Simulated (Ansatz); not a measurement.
CH$_{3}$F$_{2}$OSb (`C[O][Sb]([F])[F]`), relaxed with RKS PBE-D4/def2-SVP in Ansatz 0.2.0 from a rough embedded geometry. The force threshold is 0.03 eV/Å; the program also tests the step.

Charge 0, multiplicity 1. Sb takes the def2 core potential.

Start:

```xyz
8

C     0.885    0.911   -0.024
O    -0.499    0.617   -0.093
Sb   -0.645   -1.352   -0.598
F    -0.719   -1.929    1.216
F    -2.643   -1.248   -0.687
H     0.958    1.972    0.334
H     1.377    0.756   -0.953
H     1.287    0.273    0.804
```

How much energy does the relaxation release, and in how many steps? (Best estimate.)

The calculation gave: 0.53 eV, in 28 steps, 2 of them rejected.

Which bonds change most? (An estimate is asked.)

Computed: O2–Sb3 from 2.038 to 1.984 Å; Sb3–F4 from 1.904 to 1.958 Å; C1–H7 from 1.062 to 1.110 Å; Sb3–F5 from 2.002 to 1.957 Å.

Give the relaxed structure. (An estimate is asked.)

Ansatz gave: 
```xyz
8

C     0.776    0.767    0.021
O     0.334   -0.019   -1.085
Sb   -1.104   -1.363   -0.831
F    -0.386   -2.146    0.814
F    -2.341   -0.202    0.144
H    -0.008    1.483    0.355
H     1.665    1.344   -0.309
H     1.064    0.135    0.891
```
